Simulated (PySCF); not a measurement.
Ta(O)(Cl)2(Me) (CH3Cl2OTa), SMILES [CH3][Ta](=[O])([Cl])[Cl], multiplicity 1.

Coordinates come from a B3LYP-D3(BJ)/def2-SVP optimisation. The spin state was assumed, not searched. The structure was generated by enumeration; whether it is a known compound was not checked. The def2 effective core potentials stand for the cores of Ta; spin–orbit coupling is left out.

Two levels are set side by side: PBE/def2-TZVP (PySCF) and B3LYP/def2-TZVP (PySCF). Same geometry, gas phase. Differences are taken from unrounded values.

```json
[
 {"quantity": "orbital gap (eV)", "PBE": "4.37"},
 {"quantity": "highest occupied level (eV)", "PBE": "-7.79"},
 {"quantity": "lowest empty level (eV)", "PBE": "-3.42"},
 {"quantity": "dipole moment (D)", "PBE": "2.20"},
 {"quantity": "mean polarisability (bohr³)", "PBE": "80.9"}
]
```

Question: These are the PBE values. What does B3LYP give? (Estimate from the structure and the level; the computed values follow.)

Answer: 
```tsv
quantity	B3LYP	PBE minus B3LYP
orbital gap (eV)	6.11	-1.74
highest occupied level (eV)	-8.93	1.14
lowest empty level (eV)	-2.82	-0.60
dipole moment (D)	2.34	-0.14
mean polarisability (bohr³)	78.4	2.5
```

PBE's occupied levels lie high since its potential decays too fast outside the molecule; exact exchange lowers them and widens the gap. Loosely held outer electrons make PBE densities more polarisable. Differences between two approximate levels are no errors against the true value.

Rough cost on one machine, each run with all the roots and properties that it gave: B3LYP against PBE within a factor of 2.
